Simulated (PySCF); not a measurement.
## Nuclear quadrupole coupling in (F2Al-mu-NH2)2

Compound: (F2Al-mu-NH2)2.
Z-matrix (Å and degrees, PBE0-D3(BJ)/def2-SVP geometry), rows numbered from 1:
```
Al
F   1  1.6652
F   1  1.6653  2  121.13
N   1  1.9371  2  110.31  3  -131.63
Al  4  1.9344  1   91.24  2  -111.78
F   5  1.6653  4  111.05  1  -111.56
F   5  1.6655  4  110.49  1   111.68
N   1  1.9343  2  110.86  3   131.73
H   4  1.0217  1  114.74  2   129.85
H   4  1.0223  1  114.37  2     5.86
H   8  1.0217  1  115.18  2    -7.11
H   8  1.0219  1  114.28  2  -131.24
```

Field gradients from the PBE0/pcSseg-1 (pcSseg-2 on Al) density (PySCF, non-relativistic), principal values in atomic units, ordered |Vxx| ≤ |Vyy| ≤ |Vzz|:

| atom | Vxx | Vyy | Vzz |
| --- | --- | --- | --- |
| Al1 | 0.0122 | 0.2697 | -0.2819 |
| N4 | 0.0558 | 0.5213 | -0.5772 |
| Al5 | 0.0070 | 0.2688 | -0.2759 |
| N8 | 0.0569 | 0.5206 | -0.5775 |

Task: Find the asymmetry η = (Vxx − Vyy)/Vzz and the couplings χ = eQV/h (234.96 MHz × Q in barn × V in au), with Q(27Al) = 0.1466 b, Q(14N) = 0.02044 b.

Result: 
| atom | environment | nucleus | η | χzz (MHz) | χxx (MHz) | χyy (MHz) |
| --- | --- | --- | --- | --- | --- | --- |
| Al1 | aluminium bonded to 2 F and 2 N | 27Al | 0.91 | -9.71 | 0.42 | 9.29 |
| N4 | nitrogen bonded to 2 Al and 2 H | 14N | 0.81 | -2.772 | 0.268 | 2.504 |
| Al5 | aluminium bonded to 2 F and 2 N | 27Al | 0.95 | -9.50 | 0.24 | 9.26 |
| N8 | nitrogen bonded to 2 Al and 2 H | 14N | 0.80 | -2.773 | 0.273 | 2.500 |

At Al1 and Al5 η is above 0.9: Vyy and Vzz are nearly equal in size and opposite in sign, so a small change could swap them and flip the sign of χzz. The tensor is traceless: Vxx + Vyy + Vzz = 0.

Task: What is Vzz at N8 in SI units (1 au = 9.71736 × 10²¹ V/m²)?

Result: -0.5775 au = -5.612 × 10²¹ V/m².

Task: And the gradient at the other heavy atoms, for which no coupling is worked out here?

Result: 
```
atom            environment  Vzz (au)     η
  F2  fluorine bonded to Al     0.675  0.06
  F3  fluorine bonded to Al     0.676  0.06
  F6  fluorine bonded to Al     0.675  0.06
  F7  fluorine bonded to Al     0.676  0.06
```

Task: What couplings would deuterons (Q(2H) = 0.00286 b) have in place of the hydrogens, at this geometry?

Result: 
```tsv
atom	bonded to	bond length (Å)	Vzz (au)	η	χzz (kHz)
H9	N4	1.022	0.3817	0.10	256
H10	N4	1.022	0.3798	0.10	255
H11	N8	1.022	0.3817	0.10	256
H12	N8	1.022	0.3808	0.10	256
```

The structure is a single PBE0-D3(BJ)/def2-SVP conformer in the gas phase; no vibrational or solvent corrections. These gradients aren't converged with respect to the basis.

The run behind these numbers computed NMR shieldings as well. The run took 49 s wall (grids of density and orbitals included) on an Arm Neoverse N1 with one thread, no GPU, shared host with 64 logical CPUs at a one-minute load of 26, and the process peaked at 1.1 GiB of memory.
